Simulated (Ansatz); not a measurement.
Z-matrix (Å, degrees):
```
Ga
Cl 1 2.120
I 1 2.450 2 121.0
Cl 1 2.120 2 118.1 3 -180.0
```

The species carries charge 0 and has multiplicity 1. I: def2 effective core potential.

(1) List the PBE0/def2-TZVPP orbital energies in eV (Ansatz 0.2.0). (Estimate.)

Answers

(1) Ansatz gave: Occupied: -10149.25, -2767.76, -2767.76, -1255.02, -1111.21, -1111.11, -1111.10, -259.59, -259.59, -197.87, -197.87, -197.75, -197.75, -197.73, -197.73, -188.37, -153.38, -134.28, -134.08, -134.05, -106.35, -106.15, -106.13, -53.39, -53.32, -53.29, -53.12, -53.12, -25.60, -25.55, -25.34, -25.33, -25.33, -23.10, -22.67, -19.91, -13.39, -11.13, -10.63, -10.15, -9.62, -9.45, -9.36, -8.47, -8.28. Lowest empty: -2.17, -1.70, 1.17, 1.38, 2.38, 3.51, 3.68, 3.83.
